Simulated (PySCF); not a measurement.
C3H5, SMILES [CH]=CC, multiplicity 2. Atoms are numbered in the order given.

```xyz
8

C     -0.3170     1.3066     0.0000
C      0.3885     0.2089     0.0000
C     -0.1532    -1.1853     0.0000
H     -0.1390     2.3712     0.0000
H      1.4809     0.3002     0.0000
H      0.1959    -1.7340     0.8795
H     -1.2431    -1.1848     0.0000
H      0.1959    -1.7340    -0.8795
```
Charge 0, spin multiplicity 2.

Coordinates come from a PBE0-D3(BJ)/def2-TZVP optimisation. The isomer is the one that the SMILES or the coordinates give; other isomers of the formula were not compared.

The numbers are results of B3LYP/pcH-1 in PySCF, not measurements.

Unrestricted Kohn–Sham, ⟨S²⟩ = 0.759. Hyperfine tensors hold the contact and dipolar terms, without spin-orbit corrections.

Computed hyperfine couplings:
```
nucleus    A(iso) (MHz)  A(iso) (G)  dipolar principal values (MHz)
---------  ------------  ----------  ------------------------------
13C no. 1         311.1       111.0             -82.2, -59.4, 141.6
13C no. 2         -10.4        -3.7                -20.3, 2.7, 17.6
13C no. 3          58.3        20.8                 -4.3, -3.7, 8.0
1H no. 4           47.6        17.0               -31.5, -7.8, 39.3
1H no. 5          167.4        59.7                 -5.8, -1.7, 7.5
1H no. 6          -10.4        -3.7                 -2.6, -2.4, 4.9
1H no. 7           -3.8        -1.4                 -5.8, -2.6, 8.3
1H no. 8          -10.4        -3.7                 -2.6, -2.4, 4.9
```

Q: And the g tensor (effective nuclear charges for spin-orbit coupling, GIAO)? (The exact figures need the calculation; the answer reports its results.)

A: principal values 2.0017, 2.0022, 2.0027; isotropic 2.0022.
